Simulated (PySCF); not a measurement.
Electron correlation in I⁺ (iodine, charge +1)

[Kr] 4d10 5s1 5p5, high-spin 3P determinant (an excited configuration). All numbers are calculated (PySCF 2.14, scalar relativity through the core potential, in def2-TZVPPD with the def2 core potential (28 electrons)). Frozen: 4s2 4p6 4d10; 6 electrons correlated.

```
  level  correlation energy (mhartree)
   CCSD                        -174.80
    (T)                         -17.30
CCSD(T)                        -192.10
```

Diagnostics: T1 = 0.019, D1 = 0.0370, largest double amplitude 0.217.

A double-excitation amplitude exceeds 0.15, a sign of near-degeneracy.

Cost of the coupled-cluster step: roughly 2.7 core-seconds, for 6 correlated electrons.
